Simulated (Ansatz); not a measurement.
## Ansatz (development build ahead of 0.2.0) run

```yaml
crystal:
  periodic: [false, false, false]
  atoms:
    - { symbol: H, position_ang: [-1.15, -1.1845, -0.778] }
    - { symbol: H, position_ang: [-1.15, -1.1845, -1.522] }
    - { symbol: H, position_ang: [-1.15, -1.1845, 1.522] }
    - { symbol: H, position_ang: [-1.15, -1.1845, 0.778] }
    - { symbol: H, position_ang: [-1.15, 1.1845, -0.778] }
    - { symbol: H, position_ang: [-1.15, 1.1845, -1.522] }
    - { symbol: H, position_ang: [-1.15, 1.1845, 1.522] }
    - { symbol: H, position_ang: [-1.15, 1.1845, 0.778] }
    - { symbol: H, position_ang: [1.15, -1.1845, -0.778] }
    - { symbol: H, position_ang: [1.15, -1.1845, -1.522] }
    - { symbol: H, position_ang: [1.15, -1.1845, 1.522] }
    - { symbol: H, position_ang: [1.15, -1.1845, 0.778] }
    - { symbol: H, position_ang: [1.15, 1.1845, -0.778] }
    - { symbol: H, position_ang: [1.15, 1.1845, -1.522] }
    - { symbol: H, position_ang: [1.15, 1.1845, 1.522] }
    - { symbol: H, position_ang: [1.15, 1.1845, 0.778] }
basis:
  gaussian: { orbitals: "6-31G" }
hamiltonian:
  xc: hf
```

The input is written out in the form of the current development build from the run's settings.

Output:

| Property | Result |
| --- | --- |
| Converged | yes |
| Total energy | -8.95137 hartree |
| Spin squared of the determinant | 0.000 |

Caution: no unrestricted run beside it, a lower state can exist.
